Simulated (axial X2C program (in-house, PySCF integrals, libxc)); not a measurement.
**Nuclear properties of BeHg**

Calculated with an in-house all-electron X2C program for linear molecules (integrals from PySCF): two-component X2C with atomic mean-field Coulomb and Gaunt terms, Gaussian nuclei, basis Hg dyall-cv3z, Be dyall-cv3z with contracted cores.

R = 2.863 Å (near the PBE0 minimum at charge 0 of the determinant lowest at the starting distance; the state shown can have its own minimum elsewhere).

Input and command:
```json
{"zs": [80, 4], "q": 0, "bas": ["dyall-cv3z", "dyall-cv3z"], "r0": 2.35, "levels": ["PBE0", "HF", "BP86", "TPSSh", "BHandHLYP"], "nst": 3}
```
```bash
python soeom.py task.json out
```

Keys: zs atomic numbers; q charge; bas basis sets; r0 starting distance in Å; levels methods; nst determinants followed.

Determinant lowest in the PBE0 search, Ω = 0 (closed shell), highest spinor 56% Be s, 17% Hg s, 16% Hg p:

```tsv
level	qzz Hg (a.u.)	qzz Be (a.u.)	μ (D)
PBE0	-1.42	-0.02	-0.29
HF	-1.20	-0.01	-0.33
BP86	-1.46	-0.02	-0.25
TPSSh	-1.41	-0.02	-0.42
BHandHLYP	-1.36	-0.02	-0.21
```

Determinant 1.90 eV from it at PBE0 and this distance, Ω = 1 (⟨Sz⟩ = 0.98, ⟨Lz⟩ = 0.02 at PBE0), spin on the atoms Hg 0.22, Be 0.76:

```csv
level,Eeff magnitude (GV/cm),Ws magnitude Hg (kHz),A∥/gI Hg (MHz),qzz Hg (a.u.),A∥/gI Be (MHz),qzz Be (a.u.),μ (D)
PBE0,84.8,98.1,3520,-5.00,255,-0.21,1.06
HF,135,157,2870,-6.45,256,-0.20,0.96
BP86,69.3,80.2,3330,-4.45,259,-0.21,1.20
TPSSh,79.4,91.6,3840,-4.92,250,-0.20,0.79
BHandHLYP,97.7,113,3890,-5.38,274,-0.21,1.05
```

Eeff is the effective electric field on the electron electric dipole moment in this Ω state and Ws the scalar–pseudoscalar constant of the nucleus named (defined with the proton number Z and per Ω); A∥ (defined per Ω) follows by multiplying with gI = μI/(I μN); qzz is the electric field gradient, eQq0 = 234.96 MHz × Q/barn × qzz; μ is positive if the Be end (last atom) is positive. The operators were transformed with the bare-nucleus X2C matrices; with these basis sets, hyperfine constants and field gradients can be off by tens of per cent, and where levels differ in sign neither size nor sign is settled.

Each state is one determinant with collinear spin, which with several unpaired electrons need not be a pure state. Unrestricted Hartree–Fock can overshoot spin polarisation at the nuclei. A closed determinant beside an open π² or δ² triplet, such as (π1/2)², mixes with its partner pair into the 0⁺ component of the triplet and ¹Σ⁺, so its energy is not that of a level, and 0⁺ can lie lowest. With several open shells hyperfine constants can be off by a factor of several. Open-shell Ω = 0 determinants with evenly filled partner blocks cannot be reached by this program, so the Ω shown need not be the lowest component. The search compared states at one distance, so a state with another bond length can lie lower. Further determinants of the search, some of them spin-mixed, are not shown. PBE0 term energies can be off by some tenths of an eV.
